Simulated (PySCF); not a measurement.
# Bond lengths and vibrations by method: BH2OSi

Calculated results; nothing here was measured. They come from PySCF 2.14.0, an open-source quantum chemistry program, on an isolated molecule that a program drew, which may never have been made. The molecule is BH2OSi (charge 0, doublet), drawn as the SMILES string `O=B[SiH2]`.

The geometry was optimised and harmonic frequencies were computed with HF and MP2, all in the cc-pV(D+d)Z basis, for the commonest isotopes, with a restricted reference for singlets and an unrestricted one otherwise, and a frozen core in MP2. Each result is a local minimum of its method.

Geometry at the HF minimum:
```xyz
5
BH2OSi, angstrom
O    -3.1049    1.0579   -0.3839
B    -2.2876    1.6354    0.2540
Si   -0.8892    2.6531    1.2664
H     0.1848    1.7544    1.7315
H    -1.4931    3.4270    2.3681
```

Lengths of the bonds as drawn, in Å (atoms numbered as above):
```
  bond     HF    MP2
 O1-B2  1.187  1.222
B2-Si3  2.004  1.987
Si3-H4  1.476  1.479
Si3-H5  1.476  1.479
```

Rotational constants, in GHz:
```
constant     HF    MP2
       A  135.2  136.4
       B  4.306  4.272
       C  4.223  4.188
```

Harmonic frequencies in cm^-1, each column in rising order, so a row needn't be the same motion in every method:
```
rank    HF   MP2
   1   303   276
   2   334   307
   3   530   526
   4   662   594
   5   677   643
   6   987     ?
   7  2132  1917
   8  2334  2294
   9  2351  2320
```

**Estimate the missing MP2 frequency from the HF column.**

A single factor s that minimises the squared misfit of MP2 against s times HF over the other rows is sum(HF x MP2) / sum(HF^2) = 0.9579, with an rms misfit of 57 cm^-1. For rank 6 it gives 0.9579 x 987 = 945 cm^-1. The calculation gives 941 cm^-1, 4 cm^-1 below the estimate. The drawn bonds are on average 0.6 % longer in MP2 than in HF.
